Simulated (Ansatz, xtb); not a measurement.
C4H4O3: 4 structures ranked

4 gas-phase structures of C4H4O3, from a drawn sample of its isomers (lower ones may exist). Each was relaxed with GFN2-xTB:

A. `Oc1ccoc1O`, a singlet
B. `CC1=COC(=O)O1`, a singlet
C. `O=C1C=COCO1`, a singlet
D. `O=C1COC=CO1`, a singlet

Problem. Estimate their order in r2SCAN-D4/def2-SVP energy at these geometries, lowest first.

Solution. Calculated order at r2SCAN-D4/def2-SVP: B (0.0), C (44.8), D (92.1), A (109.5) kJ/mol.

Energies above the lowest of each column, in kJ/mol; the last columns are at B3LYP/def2-SVP geometries and were run for some of them only (a dash: not run or not comparable):

| structure | GFN2-xTB | HF/STO-3G | r2SCAN-D4/def2-SVP | B3LYP/def2-SVP | CCSD(T)/def2-SVP + ΔMP2/def2-TZVPP |
| --- | --- | --- | --- | --- | --- |
| B | 0.0 | 0.0 | 0.0 | 0.0 | 0.0 |
| C | 98.6 | 71.3 | 44.8 | 42.0 | 37.4 |
| D | 116.0 | 94.1 | 92.1 | 85.2 | 83.0 |
| A | 94.3 | 120.9 | 109.5 | – | – |

Every level run on B puts it lowest or level with the lowest. Flexible structures stand in one conformer each, not always the lowest. Frequencies (GFN2-xTB) were run for B, C, D alone. ΔMP2 is the change of the MP2 energy from the smaller to the larger basis.

Over these structures GFN2-xTB departs from r2SCAN-D4/def2-SVP by 23.2 kJ/mol on average once a common shift is removed. A GFN2-xTB relaxation took about 0.11 s and the r2SCAN-D4/def2-SVP energy about 2 s on a shared host (Ansatz 0.2.0, xtb 6.7.1).
